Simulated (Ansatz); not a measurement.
Consider the cleavage of the Si–Al bond: `F[Si]1([AlH2])C[SiH2]1` + H₂S → `F[Si]1(S)C[SiH2]1` + `[AlH3]`.

Gas-phase electronic energies from Ansatz, PBE0-D4/def2-TZVP geometries. CCSD(T)/CBS adds triple-zeta CCSD(T) − MP2 to the extrapolated MP2 energy (def2 sets, frozen cores). This one scheme is used for every species. Functionals use def2-TZVPP. B3LYP here is the variant with VWN-RPA as its local correlation; programs differ in this. One conformer a species, not always the lowest.

```
        level  ΔE (eV)
       PBE-D4     0.21
    r2SCAN-D4     0.07
      PBE0-D4     0.09
      ωB97M-V    -0.04
       B2PLYP    -0.06
         PBE0     0.09
        B3LYP    -0.02
HF/def2-TZVPP    -0.39
```

(1) What does CCSD(T)/CBS give? (Estimate.)

Largest T1 diagnostic among the species: 0.015.

Answers

(1) The calculation gave: -0.01 eV. The listed levels differ from it by 0.22, 0.08, 0.10, -0.03, -0.05, 0.10, -0.01, -0.38 eV.

In def2-TZVPP, CCSD(T) changes the Hartree–Fock value by +0.40 eV (the triples alone add +0.07 eV) and MP2 by +0.28 eV. From PBE to PBE0 (25 % exact exchange), in def2-TZVPP and without D4, ΔE moves by −0.12 eV.
